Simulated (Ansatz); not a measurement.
```xyz
6

C     0.0000    0.0224   -0.6989
C     0.0000   -0.0224    0.6989
O     0.0000    0.9791   -1.2487
O     0.0000   -0.9791    1.2487
H     0.0000   -0.9017   -1.1522
H     0.0000    0.9017    1.1522
```

Basis set: 6-31G* (spherical functions). Left uncorrelated: 4 orbitals. Charge 0, multiplicity 1.

Computed with Ansatz (development build ahead of 0.2.0); each method stands on the lowest determinant of its kind that the runs found. Restricted open shells among the atoms or ions are ROHF, correlated in semicanonical orbitals with singles.

(1) Give the atomization energy at this shape (free ground-state atoms in the same class of orbitals less the molecule, no zero-point energy) of singlet C2H2O2 by RHF-MP2, RHF.

Results:

(1)

```tsv
method	atomization energy
RHF-MP2	554.71 kcal/mol
RHF	397.35 kcal/mol
```

Caution: no unrestricted run beside it, a lower state can exist; the shape is not the minimum.
